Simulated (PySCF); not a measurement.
H2ClGaO2, singlet, geometry from GFN2-xTB (such geometries of metal compounds can be far from the true shape); DF-R2SCAN/def2-SVP in PySCF.

Input for PySCF:
```python
from pyscf import gto, scf, dft

mol = gto.Mole()
mol.atom = '''
    Ga    0.181054    0.198076   -0.017166
    Cl   -1.301342   -1.251377    0.021161
    O     0.065807    1.661825   -0.949326
    H     0.818744    2.252834   -0.882662
    O     1.664798    0.038324    0.899835
    H     1.846557   -0.720991    1.450985
'''
mol.basis = 'def2-svp'
mol.charge = 0
mol.spin = 0
mol.verbose = 4
mol.max_memory = 1800
mol.build()

mf = dft.RKS(mol)
mf.xc = 'r2scan'
mf = mf.density_fit(auxbasis='def2-universal-jkfit')
mf.kernel()
```

Output, abridged:

```
PySCF version 2.14.0

[INPUT] verbose = 4
[INPUT] num. atoms = 6
[INPUT] num. electrons = 66
[INPUT] charge = 0
[INPUT] spin (= nelec alpha-beta = 2S) = 0
[INPUT] symmetry False subgroup None
[INPUT] Mole.unit = angstrom
[INPUT] Symbol           X                Y                Z      unit          X                Y                Z       unit  Magmom
[INPUT]  1 Ga     0.181054000000   0.198076000000  -0.017166000000 AA    0.342142473757   0.374309391849  -0.032439038654 Bohr   0.0
[INPUT]  2 Cl    -1.301342000000  -1.251377000000   0.021161000000 AA   -2.459179974394  -2.364759808580   0.039988494522 Bohr   0.0
[INPUT]  3 O      0.065807000000   1.661825000000  -0.949326000000 AA    0.124357207079   3.140394116955  -1.793966142929 Bohr   0.0
[INPUT]  4 H      0.818744000000   2.252834000000  -0.882662000000 AA    1.547201926131   4.257239264108  -1.667989440561 Bohr   0.0
[INPUT]  5 O      1.664798000000   0.038324000000   0.899835000000 AA    3.146012272724   0.072421863998   1.700441707298 Bohr   0.0
[INPUT]  6 H      1.846557000000  -0.720991000000   1.450985000000 AA    3.489487003398  -1.362475528276   2.741964260852 Bohr   0.0

nuclear repulsion = 369.426086435311
number of shells = 38
number of NR pGTOs = 172
number of NR cGTOs = 88
basis = def2-svp
ecp = {}

******** <class 'pyscf.df.df_jk.DFRKS'> ********
method = DFRKS
initial guess = minao
damping factor = 0
level_shift factor = 0
DIIS = <class 'pyscf.scf.diis.CDIIS'>
diis_start_cycle = 1
diis_space = 8
diis_damp = 0
SCF conv_tol = 1e-09
SCF conv_tol_grad = None
SCF max_cycles = 50
direct_scf = False
XC library pyscf.dft.libxc version 7.1.2
    S. Lehtola, C. Steigemann, M. J. T. Oliveira, and M. A. L. Marques,  SoftwareX 7, 1–5 (2018)
XC functionals = r2scan
    J. W. Furness, A. D. Kaplan, J. Ning, J. P. Perdew, and J. Sun,  J. Phys. Chem. Lett. 11, 8208–8215 (2020)
    J. W. Furness, A. D. Kaplan, J. Ning, J. P. Perdew, and J. Sun,  J. Phys. Chem. Lett. 11, 9248–9248 (2020)
    J. W. Furness, A. D. Kaplan, J. Ning, J. P. Perdew, and J. Sun,  J. Phys. Chem. Lett. 11, 8208–8215 (2020)
    J. W. Furness, A. D. Kaplan, J. Ning, J. P. Perdew, and J. Sun,  J. Phys. Chem. Lett. 11, 9248–9248 (2020)
radial grids:
    Treutler-Ahlrichs [JCP 102, 346 (1995); DOI:10.1063/1.469408] (M4) radial grids

becke partition: Becke, JCP 88, 2547 (1988); DOI:10.1063/1.454033
pruning grids: <function nwchem_prune>
grids dens level: 3
symmetrized grids: False
atomic radii adjust function: <function treutler_atomic_radii_adjust>
small_rho_cutoff = 0
Set gradient conv threshold to 3.16228e-05
Initial guess from minao.
tot grids = 87568
init E= -2535.95889454776
  HOMO = -0.364689915495836  LUMO = -0.0968503908984859  gap/eV = 7.28828
cycle= 1 E= -2535.91253885516  delta_E= 0.0464  |g|= 1.27  |ddm|= 2.85
  HOMO = -0.0878880519575596  LUMO = -0.00872295952971092  gap/eV = 2.15419
cycle= 2 E= -2534.68543093143  delta_E= 1.23  |g|=  2.7  |ddm|= 3.15
  HOMO = -0.255958604674302  LUMO = -0.0427792936303928  gap/eV = 5.80090
cycle= 3 E= -2536.18145372207  delta_E= -1.5  |g|= 0.25  |ddm|= 2.56
  HOMO = -0.26802575265872  LUMO = -0.0467818770841268  gap/eV = 6.02035
cycle= 4 E= -2536.19509031563  delta_E= -0.0136  |g|= 0.144  |ddm|= 0.416
  HOMO = -0.277064818483695  LUMO = -0.0514126406600908  gap/eV = 6.14031
cycle= 5 E= -2536.19898835083  delta_E= -0.0039  |g|= 0.0374  |ddm|= 0.153
  HOMO = -0.275330442181807  LUMO = -0.0483346957882929  gap/eV = 6.17687
cycle= 6 E= -2536.19922825843  delta_E= -0.00024  |g|= 0.0155  |ddm|= 0.0422
  HOMO = -0.275591528447606  LUMO = -0.0480485622557305  gap/eV = 6.19176
cycle= 7 E= -2536.19927331259  delta_E= -4.51e-05  |g|= 0.00516  |ddm|= 0.0147
  HOMO = -0.276059714082647  LUMO = -0.0482411052549403  gap/eV = 6.19926
cycle= 8 E= -2536.19927847494  delta_E= -5.16e-06  |g|= 0.000926  |ddm|= 0.00399
  HOMO = -0.276130939408948  LUMO = -0.0482591130586023  gap/eV = 6.20071
cycle= 9 E= -2536.19927867599  delta_E= -2.01e-07  |g|= 0.000198  |ddm|= 0.00124
  HOMO = -0.276122178433612  LUMO = -0.0482557845741698  gap/eV = 6.20056
cycle= 10 E= -2536.19927868753  delta_E= -1.15e-08  |g|= 4.21e-05  |ddm|= 0.000276
  HOMO = -0.276123353986285  LUMO = -0.0482569553227306  gap/eV = 6.20056
cycle= 11 E= -2536.199278688  delta_E= -4.69e-10  |g|= 6.16e-06  |ddm|= 4.35e-05
  HOMO = -0.276122740704143  LUMO = -0.048256427467336  gap/eV = 6.20056
Extra cycle  E= -2536.19927868799  delta_E= 1.14e-11  |g|= 7.37e-06  |ddm|= 1.16e-05
converged SCF energy = -2536.19927868799
```
